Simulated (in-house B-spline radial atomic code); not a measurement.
Ionising the tin ion Sn⁺ with different functionals

Computed with a B-spline radial code for spherical atoms: scalar-relativistic (spin-free X2C) Hamiltonian, Fermi nucleus of rms radius 4.6519 fm, spin-polarised at highest spin, spherical fractional occupations for the functionals, and exact exchange of hybrids averaged over the configuration. The ionisation energy is the difference of two self-consistent energies, [Kr] 4d10 5s2 5p1 → [Kr] 4d10 5s2, without Breit or QED terms; ε is the level of the shell that loses the electron (its least bound occupied spin orbital). There is no spin-orbit coupling in this Hamiltonian.

```tsv
method	rung	ΔSCF (eV)	-ε(5p) (eV)
PBE0	global hybrid	?	?
B3LYP	global hybrid	14.32	11.43
TPSSh	global hybrid	14.07	10.99
BHandHLYP	global hybrid	14.21	12.45
r2SCAN0	global hybrid	14.21	11.73
B97-1	global hybrid	14.04	11.25
HSE06	range-separated hybrid	14.24	11.22
wB97X	range-separated hybrid	14.21	13.70
CAM-B3LYP	range-separated hybrid	?	?
LC-wPBE	range-separated hybrid	14.34	14.20
```

Problem. What does CAM-B3LYP give?

Solution. ΔSCF 14.39 eV, and -ε(5p) = 12.91 eV.

Problem. What does PBE0 give?

Solution. ΔSCF 14.20 eV, and -ε(5p) = 11.61 eV.

Problem. Among the functionals, which spreads more, the ΔSCF values or the orbital energies?

Solution. The orbital energies: ΔSCF values span about 0.36 eV and the orbital energies 3.21 eV; here energy differences depend much less on the functional than eigenvalues do.

Problem. How do they compare with the NIST value?

Solution. NIST lists 14.633 eV (measured, ground level to ground level). Errors run from -0.60 to -0.24 eV; CAM-B3LYP is closest (-0.24 eV), but part of that can be cancellation, since the calculations leave out spin-orbit coupling, Breit-QED terms, multiplet and fine-structure energies.
